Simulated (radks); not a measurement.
Excited configurations of the vanadium ion V13+: one electron is placed in a higher orbital outside [He] 2s2 2p5. The ground configuration is [Ne]. Calculated with a radial shooting solver on a logarithmic mesh with Libxc functionals: non-relativistic Kohn-Sham, PBEsol, spin-polarised, spherical densities, point nucleus; open shells are filled with parallel spins first. Excitation = E - E(ground); binding = E(ion) - E, where the ion is the core of charge +14; n* = 14/sqrt(2 binding) in atomic units, and the quantum defect is n - n*.

outer orbital	excitation (eV)	binding (eV)	n*	quantum defect	eigenvalue (eV)	<r> (bohr)
3s	520.97	374.84	2.667	0.333	-362.37	0.7699
5p	777.59	118.22	4.750	0.250	-114.60	2.362
5f	787.59	108.23	4.964	0.036	-104.18	2.218
6s	812.01	83.802	5.641	0.359	-81.411	3.429
7s	835.13	60.677	6.629	0.371	-58.996	4.738
7p	836.89	58.923	6.727	0.273	-57.267	4.810

The Delta-SCF ionisation energy is 895.81 eV (NIST Atomic Spectra Database: 896.0 eV, measured). Self-interaction in the functional shifts the binding energies and quantum defects, so they are the method's values and not measured ones. Open shells are spherical and high-spin; term and fine-structure splittings are not resolved.
